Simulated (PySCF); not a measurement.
# Radial density of Ag (silver, neutral)

UHF, [Kr] 4d10 5s1, 2S determinant. Computed with PySCF 2.14 in x2c-SVPall (6s5p5d1f, 53 functions), with the spin-free X2C one-electron Hamiltonian (Gaussian nucleus).

```csv
r (bohr),4πr²ρ (e/bohr),4πr²(ρα − ρβ)
0.0260,59.02,0.0013
0.0437,51.04,-0.0012
0.0734,68.62,0.0038
0.124,68.60,-0.0063
0.208,51.69,-0.0167
0.349,54.87,0.0008
0.588,17.35,0.0054
0.989,18.29,-0.0818
1.66,6.000,0.1435
2.80,1.002,0.3603
4.71,0.1635,0.1493
7.91,0.007139,0.0071
13.3,1.146e-05,0.0000
```

Densities and radii are taken from the X2C orbitals without a picture-change correction, which distorts them close to the nucleus.

Task: Where is the radial spin density 4πr²(ρα − ρβ) most negative, and why is it negative at all?

Result: Around r = 0.989 bohr, down to -0.0818 e/bohr: exchange with the open shell polarises the paired shells in an unrestricted calculation.
